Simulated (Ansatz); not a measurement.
Harmonic frequencies (cm⁻¹) at PBE0-D4/def2-TZVP from Ansatz: 88, 236, 298, 404, 449, 546, 611, 624, 686, 692, 754, 821, 842, 872, 880, 928, 955, 980, 1390, 2164, 2171, 2260, 3110, 3176.

Which molecule is it?
A. `F[SiH]1[CH2][GeH2][O]1`
B. `F[C@H]1O[Si@H]1[GeH3]`
C. `[SiH3][SiH2]I`
D. `[OH][GeH2][SnH3]`

A.
